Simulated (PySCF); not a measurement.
**Tm: ionisation energy**

Tm [Xe] 4f13 6s2 (2F) → Tm⁺ [Xe] 4f13 6s1 (3F), as a difference of total energies. Computed with PySCF 2.14 in ANO-RCC-VTZP, with scalar relativity by spin-free X2C-1e. The calculations carry no spin-orbit coupling.

```csv
method,ionisation energy (eV),difference from reference (eV)
UHF,5.074,-1.110
PW91,6.236,+0.052
revPBE,6.107,-0.077
```

Reference: 6.184 eV (measured; NIST Atomic Spectra Database, ionization energies).

The reference lies between the lowest fine-structure levels, while these numbers refer to the centres of the terms.
